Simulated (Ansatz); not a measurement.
Cost and result for the atomization energy of CdH2O2, SMILES `[OH][Cd][OH]` (5 atoms, 4 bonds).

The species carries charge 0 and has multiplicity 1. Correlated methods include outer-core shells of Cd, which these sets cover unevenly. Cd: def2 effective core potential. Geometry: relaxed with PBE0-D4/def2-TZVP. It is one conformer, not always the lowest. Program: Ansatz. All runs use 4 threads of an AMD EPYC 9R45 on a shared host. Times are those of one run each, without the atoms' runs, and a repeat can differ threefold. Electronic energies, without spin–orbit coupling; frozen cores. CCSD(T)/CBS adds CCSD(T) − MP2 in def2-TZVPP to the MP2 limit, and its time is that of the two runs behind it. T1 = 0.017. With those shells the extrapolation isn't a true limit. B3LYP takes the VWN-RPA correlation (the form of Gaussian; ORCA's B3LYP/G). HSE06 is the plane-wave form, built on full-range PBE exchange.

CCSD(T)/CBS is a level of theory with its own doubt, some kJ/mol a heavy atom from the limit and from the frozen cores, so smaller differences don't rank the functionals.

| level | functions | wall time | atomization (kJ/mol) | difference from CCSD(T)/CBS | per bond |
| --- | --- | --- | --- | --- | --- |
| BLYP-D4/def2-TZVPP | 146 | 0.45 s | 1372.6 | -17.3 | -4.3 |
| PBE-D4/def2-TZVPP (with forces) | 146 | 0.5 s | 1411.9 | 22.0 | 5.5 |
| PBE0-D4/def2-TZVPP | 146 | 0.5 s | 1342.6 | -47.3 | -11.8 |
| HSE06-D4/def2-TZVPP | 146 | 0.6 s | 1343.9 | -46.0 | -11.5 |
| B3LYP-D4/def2-TZVPP (with forces) | 146 | 0.7 s | 1345.1 | -44.8 | -11.2 |
| r2SCANh-D4/def2-TZVPP | 146 | 0.86 s | 1355.8 | -34.1 | -8.5 |
| r2SCAN-D4/def2-TZVPP (with forces) | 146 | 0.9 s | 1382.9 | -7.0 | -1.7 |
| PBE-QIDH/def2-TZVPP | 146 | 1 s | 1335.0 | -54.9 | -13.7 |
| CCSD(T)/def2-SVP | 69 | 1.1 s | 1232.8 | -157.1 | -39.3 |
| ωB97M-V/def2-TZVPP (with forces) | 146 | 1.6 s | 1380.9 | -9.0 | -2.3 |
| MP2/def2-QZVPP | 262 | 1.9 s | 1421.9 | 32.0 | 8.0 |
| CCSD(T)/def2-TZVPP | 146 | 11 s | 1322.9 | -67.0 | -16.7 |
| CCSD(T)/CBS(def2) | – | 13 s | 1389.9 | 0.0 | 0.0 |

At CCSD(T), def2-SVP lies −157.1 kJ/mol from the extrapolated value and def2-TZVPP −67.0 kJ/mol: correlation converges slowly with the basis, and small sets miss more of it in the bonded molecule than in its fragments. Leaving LDA and LC-ωPBE aside and taking each functional with its dispersion term where it has one, the values, not all of them listed here, spread over 157.7 kJ/mol, from BHLYP-D4 to PBE-D4. LDA lies +253.6 kJ/mol from PBE without D4, its usual overbinding. The D4 term adds +9.7 kJ/mol with B3LYP and +4.9 kJ/mol with PBE0; it sums over pairs of atoms, weighted by their polarisabilities, and B3LYP, whose exchange is more repulsive, gets the larger term.
